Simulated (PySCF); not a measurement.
Si(OSiH3)2(NHSiH3)(Cl) (ClH₁₀NO₂Si₄), SMILES [SiH3]O[Si](Cl)(O[SiH3])N[SiH3].

Coordinates come from a r2SCAN-D4/def2-SVP optimisation. Other conformers were not sampled.

The numbers are results of PBE/def2-SVP in PySCF, not measurements.

Computed frontier levels, gap, dipole moment and polarisability:
| Quantity | Result |
|---|---|
| highest occupied level | -6.39 eV |
| lowest empty level | -0.74 eV |
| orbital gap | 5.64 eV |
| dipole moment | 0.74 D |
| quadrupole, principal values (traceless, Buckingham form, about the centre of nuclear charge) | -8.99, 1.27, 7.71 D·Å |
| mean static polarisability | 111.3 bohr³ (16.49 Å³) |
| polarisability, principal values | 101.6, 109.0, 123.2 bohr³ |
